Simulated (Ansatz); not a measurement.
Mulliken charges of CH$_{3}$FMoS$_{2}$ (`[CH3][Mo]([F])(=[S])=[S]`) from r2SCAN/def2-TZVPP in Ansatz (PBE0-D4/def2-TZVP geometry).

```
atom   x (Å)   y (Å)   z (Å)  charge (e)
  C1  -0.930  -0.064   0.582      -0.319
 Mo2   0.866  -0.033  -0.468       0.990
  F3   1.984  -1.356   0.145      -0.371
  S4   0.281  -0.256  -2.462      -0.310
  S5   1.583   1.907  -0.169      -0.309
  H6  -1.378  -1.051   0.426       0.105
  H7  -0.688   0.087   1.638       0.105
  H8  -1.625   0.708   0.253       0.109
```

Task: By hand: the dipole of these point charges (1 e Å = 4.8032 D).

Result: Σ q r = (-0.552, -0.043, 0.357) e Å, of length 0.659 e Å = 3.17 D.

Task: How does the dipole of the full density compare? (Best estimate.)

Result: Computed: (-0.340, -0.066, 0.256) e Å, 2.07 D; the point charges give 1.53 times that, at 6° from its direction.

Point charges leave out the atoms' own dipoles, such as those of lone pairs, and Mulliken's split depends on the basis, so the two needn't agree.
